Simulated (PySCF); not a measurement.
CHGeNO, SMILES `[C-]#[N+][Ge][OH]` (lower singlet), neutral singlet in the gas phase. This singlet lies 2.82 eV below the relaxed triplet at the level frozen-core CCSD(T)/cc-pVTZ // B3LYP-D3(BJ)/def2-TZVP (Ansatz).

Cartesian coordinates (Å):
```xyz
5

C      2.2001    -0.2687    -0.3166
N      1.1153     0.1708    -0.2096
Ge    -0.4789     1.2364    -0.0545
O     -1.6155    -0.1289     0.0605
H     -1.2210    -1.0097     0.0238
```
Charge 0, multiplicity 1.

All levels are single points at this geometry (B3LYP-D3(BJ)/def2-TZVP); Pople sets use spherical d functions. Orbital energies aren't observables, and empty levels follow the basis.

HF/6-31G* in PySCF gives gap (eV) = 11.45.

Problem. Estimate the gap (eV) from each of these levels: B3LYP-D3(BJ)/def2-TZVP in PySCF; PBE-D3(BJ)/def2-TZVP in PySCF; B3LYP/6-311+G** (LANL2DZ on Ge) in PySCF; BP86/6-31G* in PySCF; PBE/6-31G* in PySCF; SVWN5/6-31G* in PySCF; HF/3-21G in PySCF; HF/STO-3G in PySCF.

Solution. 
| level | gap (eV) |
|---|---|
| B3LYP-D3(BJ)/def2-TZVP in PySCF | 5.10 |
| PBE-D3(BJ)/def2-TZVP in PySCF | 3.27 |
| B3LYP/6-311+G** (LANL2DZ on Ge) in PySCF | 5.05 |
| BP86/6-31G* in PySCF | 3.10 |
| PBE/6-31G* in PySCF | 3.08 |
| SVWN5/6-31G* in PySCF | 2.92 |
| HF/3-21G in PySCF | 11.32 |
| HF/STO-3G in PySCF | 12.16 |
